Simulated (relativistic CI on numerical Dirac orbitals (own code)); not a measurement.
## Mn⁴⁺ in a cubic cluster: 1s photoemission with charge transfer

Computed with a charge-transfer multiplet model of a cubic metal-ligand cluster with up to 2 ligand holes, Slater and spin-orbit integrals from Dirac-Coulomb-Breit ions, Slater integrals scaled by 0.9. The ground state mixes d3 with configurations of k ligand holes L, whose averages lie at kΔ + k(k − 1)U_dd/2; a core hole lowers each added d electron by U_cd. 20 K, Lorentzian 1.1 eV and Gaussian 0.6 eV FWHM.

Atomic integrals in eV (Slater integrals scaled, ζ unscaled), ground: F2dd 11.113, F4dd 6.992, zeta_d 0.050; with the core hole: F2dd 12.558, F4dd 7.930, zeta_d 0.073, G2cd 0.070.

Cluster parameters (eV): Δ = -1.5, U_cd = 8.4, 10Dq = 1.1, 10Dq(ligand) = 1, V(eg) = 3.8, V(t2g) = -2.02, final-state hopping factor = 1.

```tsv
Case	n_d	d3	d4L	d5L2	S
U_dd = 4.8 eV	4.08	0.19	0.55	0.27	1.50
U_dd = 6.2 eV	4.03	0.20	0.56	0.24	1.50
U_dd = 6.9 eV	4.01	0.21	0.57	0.22	1.50
```

Weights, n_d and S are thermal averages at 20 K. Binding energies count from the first peak over 30 % of the highest in each spectrum, which can be another peak from case to case. The parameters are a model scan and need not match a compound or its usual spin state. Peaks in eV (height, largest 100):
- U_dd = 4.8 eV: 0.0 (100), 4.8 (8), 18.1 (9)
- U_dd = 6.2 eV: 0.0 (100), 5.1 (7), 18.0 (8)
- U_dd = 6.9 eV: 0.0 (100), 5.2 (6), 17.9 (8)

Curve for U_dd = 6.2 eV (points under 2 left out, the grid thinned):

```json
{"E (eV)": "-3.0", "Intensity": "3.8"}
{"E (eV)": "-2.7", "Intensity": "4.7"}
{"E (eV)": "-2.4", "Intensity": "5.9"}
{"E (eV)": "-2.2", "Intensity": "6.9"}
{"E (eV)": "-1.9", "Intensity": "9.2"}
{"E (eV)": "-1.6", "Intensity": "12.6"}
{"E (eV)": "-1.3", "Intensity": "18.3"}
{"E (eV)": "-1.1", "Intensity": "24.4"}
{"E (eV)": "-0.8", "Intensity": "39.2"}
{"E (eV)": "-0.5", "Intensity": "63.5"}
{"E (eV)": "-0.2", "Intensity": "90.8"}
{"E (eV)": "0.1", "Intensity": "99.6"}
{"E (eV)": "0.3", "Intensity": "89.3"}
{"E (eV)": "0.6", "Intensity": "61.6"}
{"E (eV)": "0.9", "Intensity": "38.0"}
{"E (eV)": "1.2", "Intensity": "23.7"}
{"E (eV)": "1.4", "Intensity": "17.9"}
{"E (eV)": "1.7", "Intensity": "12.4"}
{"E (eV)": "2.0", "Intensity": "9.1"}
{"E (eV)": "2.3", "Intensity": "7.0"}
{"E (eV)": "2.5", "Intensity": "6.0"}
{"E (eV)": "2.8", "Intensity": "4.9"}
{"E (eV)": "3.1", "Intensity": "4.2"}
{"E (eV)": "3.4", "Intensity": "3.7"}
{"E (eV)": "3.7", "Intensity": "3.5"}
{"E (eV)": "3.9", "Intensity": "3.5"}
{"E (eV)": "4.2", "Intensity": "3.8"}
{"E (eV)": "4.5", "Intensity": "4.6"}
{"E (eV)": "4.8", "Intensity": "5.8"}
{"E (eV)": "5.0", "Intensity": "6.5"}
{"E (eV)": "5.3", "Intensity": "6.5"}
{"E (eV)": "5.6", "Intensity": "5.1"}
{"E (eV)": "5.9", "Intensity": "3.6"}
{"E (eV)": "6.2", "Intensity": "2.6"}
{"E (eV)": "6.4", "Intensity": "2.2"}
{"E (eV)": "16.9", "Intensity": "2.3"}
{"E (eV)": "17.2", "Intensity": "3.6"}
{"E (eV)": "17.5", "Intensity": "5.6"}
{"E (eV)": "17.7", "Intensity": "7.0"}
{"E (eV)": "18.0", "Intensity": "8.0"}
{"E (eV)": "18.3", "Intensity": "7.2"}
{"E (eV)": "18.6", "Intensity": "5.3"}
{"E (eV)": "18.8", "Intensity": "4.1"}
{"E (eV)": "19.1", "Intensity": "2.8"}
{"E (eV)": "19.4", "Intensity": "2.0"}
```

For the case U_dd = 6.9 eV, Δ = -1.5 eV is smaller than U_dd = 6.9 eV, the charge-transfer side of the Zaanen-Sawatzky-Allen scheme (negative Δ: between configuration averages a ligand hole costs less than the nominal valence; multiplet and field energies can change this for the lowest states). With the core hole the average of the configuration with one ligand hole lies at Δ − U_cd = -9.9 eV before mixing: it lies below the unscreened one, so the lowest final states are mostly screened and the unscreened weight appears at higher binding energy as a satellite.

With at most 2 ligand holes the space is cut while the next configuration still counts, so covalency is underestimated, and a final configuration with one more ligand hole, which can lie low, is missing from the spectra.
